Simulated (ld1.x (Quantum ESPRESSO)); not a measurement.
**Pt (Z = 78), TM: configuration errors across variants**

```json
{
  "Element": "Pt",
  "Generator": "ld1.x (Quantum ESPRESSO) 7.5",
  "Type": "norm-conserving Troullier–Martins (Kleinman–Bylander form)",
  "Functional": "LDA (PZ)",
  "Relativity": "scalar-relativistic",
  "Frozen core": "[Kr] 4d10 4f14 5s2",
  "Valence charge": "16",
  "Reference configuration": "5p6 5d9 6s1 6p0",
  "Partial waves": "5p (bound): rc 1.15 bohr; 5d (bound): rc 1.95 bohr; 6s (bound): rc 2.00 bohr",
  "Local potential": "the s channel",
  "Core correction": "none"
}
```

All-electron excitation energies from the reference (eV): (1) 5p6 5d9 6s0 6p0 9.545; (2) 5p6 5d8 6s0 6p0 29.804; (3) 5p6 5d7 6s0 6p0 62.315; (4) 5p6 5d6 6s0 6p0 108.263; (5) 5p6 5d9 6s0 6p1 5.185; (6) 5p6 5d8 6s1 6p0 11.417; (7) 5p6 5d10 6s0 6p0 0.054; (8) 5p6 5d9 6s1 6p0 spin -0.379; (9) 5p6 5d9 6s0 6p0 spin 9.416.

Spin tests fill each open shell by Hund’s rule, majority spin first.

3 further variants failed, have other tests or too few solved ones, and are left out.

A true bound ghost makes a file unfit for plane-wave use even where its test errors are small: the radial tests pick states by their node count and pass the ghost by.

Errors AE − PS in meV (a dash: test not solved or not reliable):

```csv
change,(1),(2),(3),(4),(5),(6),(7),(8),(9),bound ghosts
base,-11,-38,-162,-410,-474,-22,-34,+27,+7.9,none
wave 5p (bound): rc 1.15 bohr becomes 5p (bound): rc 1.40 bohr,-11,-38,-161,-406,-472,-22,-33,+27,+8.4,none
local potential all-electron potential smoothed inside 0.90 bohr (lloc = -1),-10,+1.3,+25,+63,+287,+1.2,-12,+27,+9.0,s
wave 5d (bound): rc 1.95 bohr becomes 5d (bound): rc 1.44 bohr,-11,-38,-161,-409,-474,-22,-34,+27,+8.2,none
"all radii scaled by about 1.08 (s 2.16, p 1.24, d 2.10 bohr)",-12,-40,-168,-416,-492,-26,-37,+28,+7.0,none
```

(1) Give the same row for: wave 6s (bound): rc 2.00 bohr becomes 6s (bound): rc 1.44 bohr.

Results:

(1) +32, +12, -68, -238, -251, +412, +24, –, +51; bound ghosts: none. Not counted: 5p6 5d9 6s1 6p0 (spin-polarised) (pseudo-atom not self-consistent, printed error -6.5 eV).
